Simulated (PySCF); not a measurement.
This PySCF input asks for the NMR shieldings of `[SiH3]/C=C(\[SiH3])C1CCCC1`, C7H16Si2; the geometry comes from GFN2-xTB.

```python
import basis_set_exchange as bse
import numpy as np
from pyscf import gto, dft
from pyscf.prop import nmr

atoms = """
Si    3.480585    0.994831    0.594735
C     1.619344    0.938904    0.350158
C     0.917991    0.040539   -0.345462
Si    1.719504   -1.389598   -1.291749
C    -0.585303    0.078629   -0.438058
C    -1.230968   -1.178879    0.167797
C    -2.696755   -0.798309    0.436151
C    -2.776954    0.727746    0.257999
C    -1.325401    1.201110    0.289904
H     3.752973    1.900316    1.717578
H     4.141300    1.515203   -0.607242
H     4.014454   -0.332665    0.912037
H     1.077627    1.738814    0.846562
H     3.011138   -0.981343   -1.843210
H     1.888760   -2.541958   -0.400412
H     0.832399   -1.770392   -2.397867
H    -0.854691    0.124696   -1.500999
H    -1.140732   -2.040396   -0.492092
H    -0.722718   -1.419996    1.103097
H    -2.988173   -1.086962    1.445823
H    -3.368268   -1.303539   -0.257870
H    -3.380703    1.201650    1.031402
H    -3.220523    0.970154   -0.709043
H    -1.192033    2.172627   -0.184820
H    -0.983786    1.262962    1.324715
"""
names = dict.fromkeys(["Si", "C", "H"], "pcSseg-1")
basis = {el: gto.basis.parse(bse.get_basis(n, elements=[el], fmt="nwchem")) for el, n in names.items()}
mol = gto.M(atom=atoms, basis=basis, charge=0, verbose=0)
mf = dft.RKS(mol, xc="PBE0")
mf.grids.level = 2
mf.grids.alignment = dft.numint.BLKSIZE   # the property module wants whole blocks of grid points
mf.conv_tol = 1e-9
mf.kernel()

calc = nmr.RKS(mf)   # GIAO
C = mf.mo_coeff
Co = C[:, mf.mo_occ > 0]
resp = mf.gen_response(singlet=True, hermi=2)
def vind(x):   # induced exchange potential for any number of trial vectors
    d = np.einsum("pi,xij,qj->xpq", C, 2 * x.reshape(-1, C.shape[1], Co.shape[1]), Co, optimize=True)
    return np.einsum("xpq,pi,qj->xij", resp(d - d.transpose(0, 2, 1)), C, Co, optimize=True).ravel()
mo1, _ = nmr.rhf.solve_mo1(calc, with_cphf=vind)
sigma = calc.kernel(mo1)
for i, s in enumerate(sigma):   # ppm
    print("%2d %-2s %9.2f" % (i, mol.atom_pure_symbol(i), np.trace(s) / 3))
```

Task: What does it print?

Result: 
```
 0 Si    435.10
 1 C      52.96
 2 C      15.41
 3 Si    428.90
 4 C     128.67
 5 C     152.26
 6 C     161.49
 7 C     159.36
 8 C     153.92
 9 H      27.60
10 H      27.43
11 H      27.56
12 H      25.01
13 H      27.45
14 H      27.44
15 H      27.67
16 H      29.23
17 H      29.66
18 H      30.74
19 H      29.88
20 H      29.86
21 H      29.81
22 H      30.03
23 H      30.09
24 H      30.32
```

These numbers come from an equivalent density-fitted implementation of the same equations, which agrees with the script to about 0.01 ppm for H and up to a few tenths of a ppm for heavy atoms, so last digits may differ.

Task: Turn these shieldings into chemical shifts. Shifts are taken against calculated references (same method and geometry level): 29Si (σ = 349.16 ppm) and 13C (σ = 186.93 ppm) and 1H (σ = 31.72 ppm) vs TMS.

Result: Averaging equivalent atoms: Si 3: -79.7; Si 0: -85.9; C 2: 171.5; C 1: 134.0; C 4: 58.3; C 5/8: 33.8; C 6/7: 26.5; H 12: 6.71; H 13/14/15: 4.20; H 9/10/11: 4.18; H 16: 2.48; H 19/21: 1.87; H 17/23: 1.85; H 20/22: 1.77; H 18/24: 1.19 ppm. 

Size and cost of the density-fitted run: 247 basis functions, 110 s wall time on 1 thread of an Arm Neoverse N1, shared host; peak memory 1.2 GiB.
